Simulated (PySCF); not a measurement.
C4H4ClF, SMILES ClC(/C=C\F)=C. Atoms are numbered in the order given.

```xyz
10

C      1.0934    -1.9834     0.0000
C      0.4592    -0.8015     0.0000
Cl    -1.2787    -0.7756     0.0000
C      1.1653     0.4710     0.0000
C      0.7024     1.7266     0.0000
F     -0.5709     2.0742     0.0000
H      0.5412    -2.9235     0.0000
H      2.1850    -2.0158     0.0000
H      2.2553     0.3887     0.0000
H      1.3727     2.5914     0.0000
```

Geometry optimised at PBE0-D3(BJ)/def2-SVP. The structure was generated by enumeration; whether it is a known compound was not checked. Other conformers were not sampled.

Computed with PBE0/pcSseg-1 (PySCF).

GIAO shieldings, no solvent; atoms alike by connectivity are averaged. δ = σ(ref) − σ: ¹³C against TMS (σ = 186.3 ppm); ³⁵Cl against HCl (σ = 945.9 ppm); ¹⁹F against CFCl3 (σ = 167.2 ppm); ¹H against TMS (σ = 31.56 ppm), references at their B3LYP-D3(BJ)/def2-TZVP geometries, non-relativistic (without spin–orbit terms, shifts of atoms bonded to Cl or Br come out too high).

```tsv
nucleus	atoms	count	δ (ppm)
¹³C	C5	1	158.9
¹³C	C2	1	148.8
¹³C	C1	1	124.8
¹³C	C4	1	116.5
³⁵Cl	Cl3	1	244.4
¹⁹F	F6	1	-115.4
¹H	H10	1	6.72
¹H	H7, H8	2	5.67
¹H	H9	1	5.43
```
